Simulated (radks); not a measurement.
Results of a calculation; reference values are marked as such.
The mean radii <r> (bohr) of the occupied orbitals of an atom or ion are listed with their occupations. Level of theory: scalar-relativistic Kohn-Sham, SCAN, spin-polarised, spherical densities, finite nucleus; meta-GGA in the generalised Kohn-Sham scheme; Fermi nuclear charge, rms radius of each element as measured or else 0.836 A^(1/3) + 0.57 fm (a radial shooting solver on a logarithmic mesh with Libxc functionals).

| orbital | occ. | <r> |
|---|---|---|
| 1s down | 1 | 0.02191 |
| 1s up | 1 | 0.02191 |
| 2s up | 1 | 0.09323 |
| 2s down | 1 | 0.09323 |
| 2p up | 3 | 0.08237 |
| 2p down | 3 | 0.08236 |
| 3s up | 1 | 0.2441 |
| 3s down | 1 | 0.2438 |
| 3p up | 3 | 0.2429 |
| 3p down | 3 | 0.2426 |
| 3d up | 5 | 0.2214 |
| 3d down | 5 | 0.2210 |
| 4s up | 1 | 0.5526 |
| 4s down | 1 | 0.5532 |
| 4p up | 3 | 0.5847 |
| 4p down | 3 | 0.5856 |
| 4d up | 5 | 0.6355 |
| 4d down | 5 | 0.6380 |
| 5s up | 1 | 1.314 |
| 5s down | 1 | 1.347 |
| 5p up | 3 | 1.516 |
| 5p down | 3 | 1.550 |
| 4f up | 7 | 0.8370 |

Name the element and its charge. Open shells, if any, are filled with parallel spins first.

Answer. Z = 64, gadolinium, charge +3: Gd3+ in [Xe] 4f7. The 1s radius gives Z: for a bare nucleus <r> = (2 gamma + 1)/(2Z) with gamma = sqrt(1 - (Z/c)^2), 0.02163 bohr for Z = 64, and screening makes it slightly larger (0.02191 here). The occupations add up to 61, and the charge is Z minus that.
